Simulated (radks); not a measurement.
Values are calculated unless marked as measured or tabulated.
The iron ion Fe11+, configuration [Ne] 3s2 3p3. Code: a radial shooting solver on a logarithmic mesh with Libxc functionals. Model: scalar-relativistic Kohn-Sham, PBE, spin-polarised, spherical densities, point nucleus; open shells are filled with parallel spins first.

X-ray form factor f0, the Fourier transform of the density (f0(0) = 15):

sin(theta)/lambda (1/angstrom)  f0 (electrons)
0.05                                    14.936
0.1                                     14.747
0.15                                    14.443
0.2                                     14.038
0.25                                    13.551
0.3                                     13.002
0.4                                     11.804
0.5                                     10.600
0.6                                      9.503
0.8                                      7.799
1                                        6.661
1.25                                     5.630
1.5                                      4.732
2                                        3.197
